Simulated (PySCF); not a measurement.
# How the method moves the HOMO and LUMO of `[SiH3]C[BH-]1[NH2+][BH2-][NH2+]1`

Species: CH₁₂B₂N₂Si.
Z-matrix (Å and degrees, PBE0-D3(BJ)/def2-SVP geometry), rows numbered from 1:
```
Si
C   1  1.8740
B   2  1.6063  1  112.66
N   3  1.6035  2  113.30  1    68.95
B   4  1.5960  3   87.68  2   118.13
N   5  1.5966  4   92.61  3    -1.39
H   1  1.5028  2  110.37  3   -57.76
H   1  1.4961  2  111.27  3    61.24
H   1  1.4981  2  112.79  3  -177.10
H   2  1.1070  1  108.42  3   124.31
H   2  1.1049  1  107.22  3  -120.93
H   3  1.2219  2  115.29  1   -59.39
H   4  1.0158  3  114.99  2  -124.94
H   4  1.0175  3  115.13  2     1.42
H   5  1.2176  4  111.80  3   113.29
H   5  1.2183  4  111.90  3  -116.27
H   6  1.0169  3  114.84  2    -1.44
H   6  1.0158  3  115.01  2   125.20
```

Basis pcSseg-1 throughout (PySCF), one geometry. Isolated species at its PBE0-D3(BJ)/def2-SVP geometry (one conformer only).

Problem. How do the orbital energies, the gap and the dipole change with the method?

Solution. 
| method | kind | HOMO (eV) | LUMO (eV) | gap (eV) | μ (D) | SCF cycles |
| --- | --- | --- | --- | --- | --- | --- |
| BLYP | GGA | -6.49 | -0.10 | 6.40 | 1.07 | 14 |
| OPBE | GGA | -6.57 | 0.13 | 6.70 | 1.08 | 14 |
| PBE | GGA | -6.60 | -0.13 | 6.47 | 1.08 | 14 |
| B97-D | GGA | -6.61 | 0.02 | 6.63 | 1.08 | 14 |
| KT2 | GGA | -6.68 | -0.23 | 6.44 | 1.05 | 14 |
| LDA | LDA | -6.68 | -0.33 | 6.35 | 1.07 | 13 |
| BP86 | GGA | -6.71 | -0.07 | 6.64 | 1.09 | 13 |
| KT3 | GGA | -6.71 | -0.24 | 6.47 | 1.04 | 14 |
| B97-2 | global hybrid | -7.69 | 0.75 | 8.43 | 1.08 | 12 |
| B3LYP | global hybrid | -7.72 | 0.42 | 8.14 | 1.06 | 12 |
| PBE0 | global hybrid | -7.94 | 0.72 | 8.66 | 1.08 | 12 |
| mPW1PW91 | global hybrid | -7.97 | 0.73 | 8.70 | 1.07 | 12 |
| BHandHLYP | global hybrid | -9.19 | 1.45 | 10.64 | 1.05 | 12 |
| CAM-B3LYP | range-separated hybrid | -9.32 | 1.59 | 10.91 | 1.04 | 12 |
| wB97X-D | range-separated hybrid | -9.82 | 2.52 | 12.34 | 1.06 | 12 |
| LC-wPBE | range-separated hybrid | -10.69 | 2.91 | 13.59 | 1.05 | 12 |
| HF | Hartree–Fock | -11.14 | 3.63 | 14.77 | 1.08 | 10 |

The HOMO spans 4.65 eV, from BLYP down to HF, and the gap runs from 6.35 eV (LDA) to 14.77 eV (HF). Over the methods BLYP (0 %), OPBE (0 %), PBE (0 %), B97-D (0 %), KT2 (0 %), LDA (0 %), BP86 (0 %), KT3 (0 %), B97-2 (21 %), B3LYP (20 %), PBE0 (25 %), mPW1PW91 (25 %), BHandHLYP (50 %), HF (100 %), a straight line through the gap against the share of exact exchange rises by 0.83 eV for each 10 % (correlation coefficient 0.999). The dipole ranges from 1.04 D (KT3) to 1.09 D (BP86). This basis has no diffuse functions.

The vertical ΔSCF ionisation energy at wB97X-D/def2-SVPD is 9.92 eV; −ε(HOMO) comes closest to it with wB97X-D (9.82 eV).
